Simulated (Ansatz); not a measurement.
Consider the hydrogenolysis of the Si–Cl bond: `CC(=O)O[SiH2]Cl` + H₂ → `CC(=O)O[SiH3]` + HCl.

Isolated molecules relaxed with PBE0-D4/def2-TZVP in Ansatz; ΔE leaves out vibrations. CBS: MP2 limit from def2 TZ/QZ plus the TZ coupled-cluster correction, frozen cores. This one scheme is used for every species. DFT in def2-TZVPP. Each species was taken in one conformer, which may not be the lowest.

CCSD(T)/CBS gives +0.86 eV.

(1) Another level gave +0.87 eV. Which?
A. RPA@PBE/def2-TZVPP
B. revPBE/def2-TZVPP
C. HF/def2-TZVPP
D. ωB97M-V/def2-TZVPP

Largest T1 diagnostic among the species: 0.014.

## Answers

(1) D. ωB97M-V 0.87, revPBE 0.79, RPA@PBE/def2-TZVPP 0.74, HF/def2-TZVPP 0.70 eV.

In def2-TZVPP, CCSD(T) changes the Hartree–Fock value by +0.10 eV (the triples alone add +0.04 eV) and MP2 by +0.20 eV. At CCSD(T), def2-SVP lies −0.20 eV from the extrapolated value and def2-TZVPP −0.06 eV.
